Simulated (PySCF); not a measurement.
Compound: C4H7FO2.
SMILES: `F[C@H]1COCCO1`

The closed-shell ground state was solved at several levels (PySCF, density fitting, gas phase, non-relativistic). The structure is a single PBE0-D3(BJ)/def2-SVP conformer in the gas phase; no vibrational or solvent corrections.

```csv
level,basis functions,HOMO (eV),LUMO (eV),gap (eV),dipole (D)
wB97X-D/def2-SVPD,205,-9.43,2.25,11.68,1.88
PBE0/pcSseg-2,350,-7.44,0.65,8.09,1.81
PBE0/pcSseg-1,154,-7.38,1.47,8.85,1.80
```

Question: Estimate the row for B3LYP/pcJ-1, a basis of 259 functions; the other rows only guide the guess.

Answer: HOMO -7.14 eV, LUMO 1.17 eV, gap 8.31 eV, dipole 1.78 D.

Question: Over all these levels, which gives the widest orbital gap and which the narrowest?

Answer: wB97X-D/def2-SVPD (range-separated hybrid) has the widest, 11.68 eV, and PBE0/pcSseg-2 (global hybrid, 25 % exact exchange) the narrowest, 8.09 eV. Functional and basis both differ between the two, so the spread mixes both effects.

Question: How far do the dipole and the HOMO energy spread over the levels?

Answer: The dipole runs from 1.78 to 1.88 D (mean 1.82 D) and the HOMO from -9.43 to -7.14 eV.
